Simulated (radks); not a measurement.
Species: Ar2+. Configuration: [He] 2s2 2p(1/2: 2, 3/2: 3) 3s2 3p5 (not the ground configuration).

Method: Dirac Kohn-Sham, PBEsol, spin-unpolarised, spherical densities, finite nucleus; open shells fill j = l - 1/2 first; Fermi nuclear charge, rms radius 3.4274 fm; computed with a radial shooting solver on a logarithmic mesh with Libxc functionals.

Energy parts (hartree):
| part | energy |
|---|---|
| total | -518.19069 |
| kinetic | 521.41770 |
| electron-nucleus | -1214.27516 |
| Hartree | 202.76178 |
| exchange-correlation | -28.09501 |

Orbitals (lengths in bohr, moments of r in powers of bohr; r(max) is where P^2 peaks):
[
 {"orbital": "1s1/2", "occ.": "2", "eigenvalue (hartree)": "-117.1695", "<1/r>": "17.68", "r(max)": "0.05611"},
 {"orbital": "2s1/2", "occ.": "2", "eigenvalue (hartree)": "-12.90655", "<1/r>": "3.631", "r(max)": "0.3350"},
 {"orbital": "2p1/2", "occ.": "2", "eigenvalue (hartree)": "-10.60667", "<1/r>": "3.556", "r(max)": "0.2747"},
 {"orbital": "2p3/2", "occ.": "3", "eigenvalue (hartree)": "-10.51978", "<1/r>": "3.526", "r(max)": "0.2765"},
 {"orbital": "3s1/2", "occ.": "2", "eigenvalue (hartree)": "-1.99141", "<1/r>": "1.099", "r(max)": "1.102"},
 {"orbital": "3p1/2", "occ.": "2", "eigenvalue (hartree)": "-1.42496", "<1/r>": "0.9925", "r(max)": "1.155"},
 {"orbital": "3p3/2", "occ.": "3", "eigenvalue (hartree)": "-1.41543", "<1/r>": "0.9867", "r(max)": "1.160"}
]

The highest occupied level is 3p3/2 at -38.516 eV. The electron density at the nucleus is 4349 e/bohr^3. Summed over all electrons, <r^2> = 16.10 bohr^2, which gives a Langevin (diamagnetic) susceptibility term of -12.8 x 10^-6 cm^3/mol. The density falls to 0.001 e/bohr^3 at r = 3.12 bohr.
